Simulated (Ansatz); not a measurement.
Harmonic frequencies (cm⁻¹) at PBE0-D4/def2-TZVP from Ansatz: 50, 90, 127, 282, 345, 532, 537, 592, 619, 812, 863, 881, 944, 998, 1023, 1281, 1413, 1663, 2147, 2154, 2176, 3152, 3180, 3244.

Each molecule was computed in one conformer, which needn't be the lowest.

(1) Which molecule is it?
A. `C=C[Se][GeH3]`
B. `C[Se]C(F)(F)F`
C. `C[C]([GeH3])=[Se]`
D. `[SiH3][Se][GeH3]`

Results:

(1) A.
